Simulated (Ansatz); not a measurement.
Consider the hydrogenolysis of a Ga–Se bond: `[GaH2][SeH]` + H₂ → `[GaH3]` + H₂Se.

Isolated molecules relaxed with PBE0-D4/def2-TZVP in Ansatz; ΔE leaves out vibrations. CCSD(T)/CBS adds triple-zeta CCSD(T) − MP2 to the extrapolated MP2 energy (def2 sets, frozen cores). This one scheme is used for every species. Functionals use def2-TZVPP. B3LYP here is the variant with VWN-RPA as its local correlation; programs differ in this. HSE06 is defined as in plane-wave codes. For Ga, Se outer-core shells are correlated without core-valence functions, which leaves a few kJ/mol of doubt a bond. Scalar relativity is left out up to krypton.

`[GaH2][SeH]`:

Cartesian coordinates in Å:
```
Ga 0.721 0.006 -0.078
Se -1.352 -0.830 0.551
H 0.778 1.400 -0.774
H 1.934 -0.917 0.253
H -2.080 0.341 0.048
```

H₂:

Cartesian coordinates in Å:
```
H 0.288 -0.145 -0.188
H -0.288 0.145 0.188
```

`[GaH3]`:

Z-matrix (Å, degrees):
```
Ga
H 1 1.568
H 1 1.568 2 120.0
H 1 1.568 2 120.0 3 -179.9
```

H₂Se:

Z-matrix (Å, degrees):
```
Se
H 1 1.467
H 1 1.467 2 91.2
```

```csv
level,ΔE (kcal/mol),difference from CCSD(T)/CBS
LDA (SPW92),24.1,-1.0
PBE-D4,25.1,0.0
r2SCANh-D4,25.2,0.1
CAM-B3LYP-D4,22.1,-3.0
B2PLYP,23.7,-1.4
PBE-QIDH,24.6,-0.5
BLYP,22.8,-2.3
r2SCAN,25.3,0.2
B3LYP,22.5,-2.6
r2SCANh,25.0,-0.1
r2SCAN0,24.7,-0.4
HSE06,23.8,-1.3
HF/def2-SVP,18.4,-6.7
CCSD(T)/def2-SVP,21.6,-3.5
MP2/def2-QZVPP,26.6,1.5
CCSD/CBS(def2),24.0,-1.1
CCSD(T)/CBS,25.1,0
```

Largest T1 diagnostic among the species: 0.013.

From BLYP to BHLYP (50 % exact exchange), in def2-TZVPP and without D4, ΔE moves by −0.9 kcal/mol. The D4 term adds +1.5 kcal/mol with B3LYP and +0.8 kcal/mol with PBE0; it sums over pairs of atoms, weighted by their polarisabilities, and B3LYP, whose exchange is more repulsive, gets the larger term.
